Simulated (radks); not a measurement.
Q: The mean radii <r> (bohr) of the occupied orbitals of an atom or ion are listed with their occupations. All-electron calculation, non-relativistic Kohn-Sham, PBEsol, spin-unpolarised, spherical densities, point nucleus. Program: a radial shooting solver on a logarithmic mesh with Libxc functionals.

orbital  occ.    <r>
1s          1  1.652

Name the element and its charge.

A: Z = 1, hydrogen, charge 0: H in 1s1. The 1s radius gives Z: for a bare nucleus <r> = 1.5/Z, 1.5 bohr for Z = 1, and the self-interaction of the functional makes it slightly larger (1.652 here). The occupations add up to 1, and the charge is Z minus that.
